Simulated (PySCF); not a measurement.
Isomers of C6H11NO.

All values: PBE0/def2-SVPD (PySCF) at GFN2-xTB geometries, gas phase, one conformer each. Core orbitals are frozen in the response; Δα² is half the sum of the squared differences of the principal polarisabilities.

Question: Rank by HOMO–LUMO gap, lowest first.
A. `[CH3:1][CH2:2][O:3][C@H:4]([C:5]#[N:6])[CH2:7][CH3:8]` with C1–C2–O3–C4 -179°, C2–O3–C4–C5 -66°, O3–C4–C7–C8 -174°
B. `[CH3:1][NH:2][C:3](=[O:4])[CH2:5][CH:6]1[CH2:7][CH2:8]1` with C1–N2–C3–O4 -1°, N2–C3–C5–C6 -41°, C3–C5–C6–C7 164°
C. `[CH2:1]=[CH:2][C@H:3]([CH3:4])[CH2:5][NH:6][CH:7]=[O:8]` with C1–C2–C3–C4 -129°, C2–C3–C5–N6 -63°, C3–C5–N6–C7 -114°, C5–N6–C7–O8 -5°
D. `[H]/[N:7]=[C:6]1\[CH2:5][CH2:4][C@@H:3]([O:2][CH3:1])[CH2:8]1` with C1–O2–C3–C4 -172°, O2–C3–C4–C5 -159°, C3–C4–C5–C6 28°, C4–C5–C6–N7 172°, C5–C6–C8–C3 -13°
E. `[CH2:1]=[CH:2][N:3]([CH3:4])[C:5](=[CH2:6])[O:7][CH3:8]` with C1–C2–N3–C4 7°, C2–N3–C5–C6 28°, N3–C5–O7–C8 -175°
F. `[CH2:1]=[N:2][C:3](=[O:4])[CH2:5][CH2:6][CH2:7][CH3:8]` with C1–N2–C3–O4 86°, N2–C3–C5–C6 169°, C3–C5–C6–C7 -73°, C5–C6–C7–C8 -179°

Answer: E (6.06 eV), F (6.20 eV), D (6.97 eV), C (7.32 eV), B (7.62 eV), A (8.51 eV).

Question: Rank by dipole moment, highest first.
A. `[CH2:1]=[CH:2][C@H:3]([CH3:4])[CH2:5][NH:6][CH:7]=[O:8]` with C1–C2–C3–C4 -129°, C2–C3–C5–N6 -63°, C3–C5–N6–C7 -114°, C5–N6–C7–O8 -5°
B. `[CH3:1][CH2:2][O:3][C@H:4]([C:5]#[N:6])[CH2:7][CH3:8]` with C1–C2–O3–C4 -179°, C2–O3–C4–C5 -66°, O3–C4–C7–C8 -174°
C. `[CH2:1]=[N:2][C:3](=[O:4])[CH2:5][CH2:6][CH2:7][CH3:8]` with C1–N2–C3–O4 86°, N2–C3–C5–C6 169°, C3–C5–C6–C7 -73°, C5–C6–C7–C8 -179°
D. `[CH2:1]=[CH:2][N:3]([CH3:4])[C:5](=[CH2:6])[O:7][CH3:8]` with C1–C2–N3–C4 7°, C2–N3–C5–C6 28°, N3–C5–O7–C8 -175°

Answer: A (3.92 D), C (3.46 D), B (3.28 D), D (1.65 D).

All values together:

| SMILES | μ (D) | HOMO (eV) | LUMO (eV) | α (Å³) | Δα (Å³) |
| --- | --- | --- | --- | --- | --- |
| C=NC(=O)CCCC | 3.46 | -7.40 | -1.21 | 12.49 | 4.95 |
| CCO[C@H](C#N)CC | 3.28 | -8.25 | 0.26 | 12.01 | 3.18 |
| CNC(=O)CC1CC1 | 4.07 | -7.14 | 0.48 | 12.01 | 4.05 |
| C=C[C@H](C)CNC=O | 3.92 | -7.44 | -0.12 | 12.63 | 3.83 |
| C=CC(=O)N(C)CC | 3.82 | -6.94 | -0.95 | 12.72 | 5.62 |
| C=CN(C)C(=C)OC | 1.65 | -5.64 | 0.42 | 13.65 | 7.65 |
| [H]/N=C1\CC[C@@H](OC)C1 | 1.74 | -7.13 | -0.16 | 12.06 | 4.37 |

Conformers: `[CH2:1]=[N:2][C:3](=[O:4])[CH2:5][CH2:6][CH2:7][CH3:8]` with C1–N2–C3–O4 86°, N2–C3–C5–C6 169°, C3–C5–C6–C7 -73°, C5–C6–C7–C8 -179°; `[CH3:1][CH2:2][O:3][C@H:4]([C:5]#[N:6])[CH2:7][CH3:8]` with C1–C2–O3–C4 -179°, C2–O3–C4–C5 -66°, O3–C4–C7–C8 -174°; `[CH3:1][NH:2][C:3](=[O:4])[CH2:5][CH:6]1[CH2:7][CH2:8]1` with C1–N2–C3–O4 -1°, N2–C3–C5–C6 -41°, C3–C5–C6–C7 164°; `[CH2:1]=[CH:2][C@H:3]([CH3:4])[CH2:5][NH:6][CH:7]=[O:8]` with C1–C2–C3–C4 -129°, C2–C3–C5–N6 -63°, C3–C5–N6–C7 -114°, C5–N6–C7–O8 -5°; `[CH2:1]=[CH:2][C:3](=[O:4])[N:5]([CH3:6])[CH2:7][CH3:8]` with C1–C2–C3–O4 23°, C2–C3–N5–C6 178°, C3–N5–C7–C8 72°; `[CH2:1]=[CH:2][N:3]([CH3:4])[C:5](=[CH2:6])[O:7][CH3:8]` with C1–C2–N3–C4 7°, C2–N3–C5–C6 28°, N3–C5–O7–C8 -175°; `[H]/[N:7]=[C:6]1\[CH2:5][CH2:4][C@@H:3]([O:2][CH3:1])[CH2:8]1` with C1–O2–C3–C4 -172°, O2–C3–C4–C5 -159°, C3–C4–C5–C6 28°, C4–C5–C6–N7 172°, C5–C6–C8–C3 -13°.
